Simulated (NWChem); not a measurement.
# Correlation energy of Cl2Pb

```xyz
3

Pb     0.0000     0.0000    -0.4658
Cl     1.9363     0.0000     1.1233
Cl    -1.9363     0.0000     1.1233
```
Charge 0, spin multiplicity 1.

All runs are NWChem calculations. Structure: optimised with B3LYP/def2-SVP with def2 effective core potentials on Pb, a minimum by its harmonic frequencies.

Basis set: def2-SVP. Each correlation energy counts from its own Hartree-Fock reference.

| method | correlation energy (mHa) | difference from CCSD(T) |
|---|---|---|
| CCSD(T) | -384.8 | 0.0 |
| CR-CCSD(T) | -382.7 | +2.1 |
| CCSD+T(CCSD) | -385.3 | -0.6 |
| MP2 | -343.9 | +40.8 |
| CR-CCSD[T] | -383.1 | +1.7 |
| SCS-MP2 | -331.8 | +52.9 |
| CCSD | -374.7 | +10.0 |

The values span 53.5 mHa, from CCSD+T(CCSD) (lowest) to SCS-MP2 (highest). 

Effective core potentials replace the inner electrons of Pb; spin-orbit coupling is left out. The correlated methods keep 14 core orbitals frozen. The structure started from a generated list of species. Coupled-cluster values serve here as a point of comparison, not as the truth.
